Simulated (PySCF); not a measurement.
Spin-rotation constants: SMILES F[C@@]1(/C=C\Cl)CCSC1, C₆H₈ClFS

Geometry:
| atom | x (Å) | y (Å) | z (Å) |
| --- | --- | --- | --- |
| F1 | -0.765 | 1.463 | 1.091 |
| C2 | -0.055 | 0.552 | 0.309 |
| C3 | 1.396 | 0.747 | 0.645 |
| C4 | 2.437 | 0.106 | 0.139 |
| Cl5 | 2.355 | -1.123 | -1.062 |
| C6 | -0.585 | -0.846 | 0.647 |
| C7 | -1.936 | -0.963 | -0.032 |
| S8 | -1.659 | -0.331 | -1.719 |
| C9 | -0.386 | 0.854 | -1.158 |
| H10 | 1.576 | 1.504 | 1.394 |
| H11 | 3.446 | 0.320 | 0.455 |
| H12 | -0.665 | -0.962 | 1.728 |
| H13 | 0.103 | -1.591 | 0.252 |
| H14 | -2.687 | -0.342 | 0.456 |
| H15 | -2.291 | -1.988 | -0.105 |
| H16 | 0.484 | 0.741 | -1.801 |
| H17 | -0.774 | 1.869 | -1.248 |

Computed with GIAO PBE/pcSseg-1 magnetisability, rotational g tensor and spin-rotation constants, non-relativistic, gas phase in PySCF. Geometry: GFN2-xTB.

(1) Give the nuclear spin-rotation constants along the inertial axes (H = +C I·J) beside the isotropic shieldings.

Answers

(1) Rotational constants 1.6677, 0.9231, 0.7269 GHz. A star marks the isotopologue with that one atom substituted, in its own axes.
| atom | isotope | Caa (kHz) | Cbb (kHz) | Ccc (kHz) | mean (kHz) | σ (ppm) |
| --- | --- | --- | --- | --- | --- | --- |
| F1 | 19F | 1.938 | 0.562 | 0.718 | 1.073 | 311.2 |
| Cl5 | 35Cl | 0.657 | 0.178 | 0.144 | 0.326 | 704.8 |
| H10 | 1H | -0.164 | 0.095 | -0.086 | -0.052 | 25.1 |
| H11 | 1H | 0.092 | -0.069 | -0.075 | -0.018 | 25.5 |
| H12 | 1H | -0.195 | -0.040 | -0.019 | -0.085 | 29.5 |
| H13 | 1H | -0.054 | -0.044 | -0.068 | -0.055 | 28.8 |
| H14 | 1H | -0.018 | -0.038 | -0.076 | -0.044 | 28.0 |
| H15 | 1H | -0.171 | -0.042 | -0.020 | -0.077 | 28.8 |
| H16 | 1H | -0.017 | -0.067 | -0.056 | -0.047 | 28.0 |
| H17 | 1H | -0.124 | -0.068 | -0.009 | -0.067 | 28.0 |
| C2 | 13C* | 0.525 | 0.243 | 0.212 | 0.327 | 70.1 |
| C3 | 13C* | 0.591 | 0.431 | 0.143 | 0.388 | 39.1 |
| C4 | 13C* | 0.581 | 0.377 | 0.137 | 0.365 | 53.6 |
| C6 | 13C* | 0.335 | 0.189 | 0.123 | 0.215 | 136.2 |
| C7 | 13C* | 0.307 | 0.177 | 0.121 | 0.202 | 142.5 |
| S8 | 33S* | 0.505 | 0.299 | 0.128 | 0.310 | 475.8 |
| C9 | 13C* | 0.353 | 0.178 | 0.129 | 0.220 | 134.4 |

For the geometry as given, no vibrational averaging.
